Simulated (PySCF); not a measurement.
## How methods differ on the excitation energy of Sb

Sb [Kr] 4d10 5s2 5p3 (4S) → Sb [Kr] 4d10 5s1 5p4 (4P), as a difference of total energies. Calculation: PySCF 2.14, in x2c-TZVPPall; the spin-free X2C one-electron Hamiltonian (Gaussian nucleus). Correlated levels: valence and next inner shell: [Ar] 3d10 frozen. The calculations carry no spin-orbit coupling.

```
                                method  excitation energy (cm⁻¹)
                                   UHF                     60433
    MP2 (valence and next inner shell)                     63880
SCS-MP2 (valence and next inner shell)                     63303
   CCSD (valence and next inner shell)                     60938
CCSD(T) (valence and next inner shell)                     59750
```

The coupled-cluster amplitudes are large for the upper state (T1 above 0.03 or a double amplitude above 0.15), so a single reference is strained.
